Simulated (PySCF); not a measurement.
Vertical excitations of a molecule C₄H₆F₂ from TDDFT-ωB97X/def2-SVPD run with PySCF, as energy in eV (oscillator strength): 7.27 (0.030), 7.73 (0.438), 8.24 (0.004), 8.61 (0.012), 9.12 (0.033), 9.41 (0.017), 9.63 (0.005), 9.86 (0.016), 10.07 (0.011), 10.13 (0.003). Lowest triplet (TDA): 4.66 eV. Geometry: PBE0-D3(BJ)/def2-SVP. One conformer was computed; it need not be the lowest.

Task: Identify the compound among the candidates.
A. FC1(F)CCC1
B. CCC=C(F)F
C. CC(C)=C(F)F
D. F[C@H]1CC[C@@H]1F

Result: B, CCC=C(F)F
